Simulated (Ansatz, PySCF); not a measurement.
The pair A = CH4 (SMILES C) (first 5 atoms), B = CH6Si (SMILES C[SiH3]); geometry from B3LYP-D3(BJ)/def2-TZVP.
(charge 0, multiplicity 1):
```xyz
13

C     -0.082     0.001    -0.313
H     -1.037    -0.095     0.201
H      0.302     1.013    -0.185
H      0.628    -0.711     0.105
H     -0.219    -0.201    -1.374
C     -0.177     1.265     3.415
Si     0.166    -0.575     3.534
H     -0.299     1.571     2.375
H      0.645     1.842     3.844
H     -1.089     1.526     3.955
H     -0.950    -1.355     2.947
H      0.323    -0.983     4.952
H      1.412    -0.925     2.810
```

Frozen-core correlation. Rows in 6-31G* carry no dispersion term and start afresh at each structure (6-31G* with six Cartesian d functions). MP2/6-31G* freezes PySCF's default core.

Programs: Ansatz (Gaussian orbitals); PySCF for 6-31G* rows. Values without a source in brackets are computed.

Total energies (hartree), monomers frozen at their geometry in the pair:

```
structure                 HF/6-31G*    MP2/6-31G*  CCSD(T)/aug-cc-pV(D+d)Z
---------------------  ------------  ------------  -----------------------
AB                     -370.4664418  -370.8185230             -371.0208724
A in the pair's basis   -40.1952216   -40.3330592              -40.3960236
B in the pair's basis  -330.2724234  -330.4856288             -330.6236189
A                       -40.1950899   -40.3325489              -40.3953508
B                      -330.2722584  -330.4851779             -330.6228215
```

Task: Work out the interaction energy without and with the counterpoise correction, and the superposition error, for each level.

Result: 
E(AB) − E(A) − E(B), times 627.509 kcal/mol, with the monomers in their own basis and then in the pair's basis:
- HF/6-31G*: 0.57 uncorrected, 0.76 corrected; the monomers gain 0.19 kcal/mol from borrowed functions
- MP2/6-31G*: -0.50 uncorrected, 0.10 corrected; the monomers gain 0.60 kcal/mol from borrowed functions
- CCSD(T)/aug-cc-pV(D+d)Z: -1.69 uncorrected, -0.77 corrected; the monomers gain 0.92 kcal/mol from borrowed functions

Ansatz is an electronic-structure program.
